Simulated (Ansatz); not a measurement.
Basis-set series for CH₈O₂Si₂, SMILES `C[Si](O)(O)[SiH3]`. Charge 0, multiplicity 1. The structure was optimised at the PBE0-D4/def2-TZVP level. It is one conformer, not always the lowest.

| functional | basis | functions | energy (Eh) | HOMO (eV) | LUMO (eV) |
| --- | --- | --- | --- | --- | --- |
| PBE0-D4 | def2-SVP | 118 | -771.66908 | -7.58 | 0.62 |
| PBE0-D4 | def2-TZVPP | 289 | -772.12008 | -7.67 | 0.22 |
| ωB97M-V | def2-SVP | 118 | -771.98875 | -9.63 | 2.47 |
| ωB97M-V | def2-TZVPP | 289 | -772.44854 | -9.75 | 1.85 |

**Question.** Give the rows for def2-QZVPP. (Estimate.)

**Answer.** Computed: 
```
functional       basis  functions  energy (Eh)  HOMO (eV)  LUMO (eV)
   PBE0-D4  def2-QZVPP        551   -772.15143      -7.70       0.03
   ωB97M-V  def2-QZVPP        551   -772.47818      -9.77       1.30
```

Positive LUMOs are unbound and depend on the basis.
